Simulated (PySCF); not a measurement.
Computed shifts of a molecule CH₅F₂NSi, PBE/pcSseg-1 (PySCF), GIAO, gas phase, atoms alike by connectivity averaged where their shifts nearly agree, in ppm (number of nuclei): ¹³C: -4.9 (1). ²⁹Si: -19.7 (1). ¹⁵N: 34.3 (1). ¹⁹F: -151.1 (1), -182.6 (1). ¹H: 1.19 (1), 0.97 (1), 0.41 (3). References: ¹³C against TMS (σ = 182.0 ppm); ²⁹Si against TMS (σ = 335.4 ppm); ¹⁵N against NH3 (σ = 267.0 ppm); ¹⁹F against CFCl3 (σ = 133.6 ppm); ¹H against TMS (σ = 31.49 ppm), references at their B3LYP-D3(BJ)/def2-TZVP geometries, non-relativistic. Coordinates come from a PBE0-D3(BJ)/def2-SVP optimisation. One conformer was computed; it need not be the lowest.

### Question
Pick the molecule that these values belong to.
A) CN[SiH](F)F
B) N[Si@@H](F)CF
C) NC[SiH](F)F
D) C[Si](N)(F)F

### Answer
D, C[Si](N)(F)F
